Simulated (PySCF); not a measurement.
How methods differ on the ionisation energy of Ca

Ca [Ar] 4s2 (1S) → Ca⁺ [Ar] 4s1 (2S), as a difference of total energies. Calculation: PySCF 2.14, in x2c-TZVPPall (6s5p3d, 36 functions); the spin-free X2C one-electron Hamiltonian (Gaussian nucleus). Correlated levels: valence: [Ar] frozen; valence and next inner shell: [Ne] frozen. The calculations carry no spin-orbit coupling.

```json
{"method": "UHF", "ionisation energy (eV)": "5.139", "error (eV)": "-0.974"}
{"method": "LDA", "ionisation energy (eV)": "6.240", "error (eV)": "+0.127"}
{"method": "PBE", "ionisation energy (eV)": "6.097", "error (eV)": "-0.016"}
{"method": "PBE0", "ionisation energy (eV)": "6.019", "error (eV)": "-0.094"}
{"method": "r2SCAN", "ionisation energy (eV)": "5.825", "error (eV)": "-0.288"}
{"method": "B2PLYP", "ionisation energy (eV)": "5.962", "error (eV)": "-0.151"}
{"method": "M06", "ionisation energy (eV)": "6.253", "error (eV)": "+0.140"}
{"method": "wB97M-V", "ionisation energy (eV)": "6.145", "error (eV)": "+0.032"}
{"method": "LC-wPBE", "ionisation energy (eV)": "5.853", "error (eV)": "-0.260"}
{"method": "MP2 (valence)", "ionisation energy (eV)": "5.641", "error (eV)": "-0.472"}
{"method": "SCS-MP2 (valence)", "ionisation energy (eV)": "5.742", "error (eV)": "-0.371"}
{"method": "MP2 (valence and next inner shell)", "ionisation energy (eV)": "5.885", "error (eV)": "-0.228"}
{"method": "SCS-MP2 (valence and next inner shell)", "ionisation energy (eV)": "5.934", "error (eV)": "-0.179"}
```

Reference: 6.113 eV (measured; NIST Atomic Spectra Database, ionization energies).

Errors of the correlated levels include the incompleteness of this basis and the frozen core.

MP2 underrates the near-degeneracy of ns² with np² in the lower species.
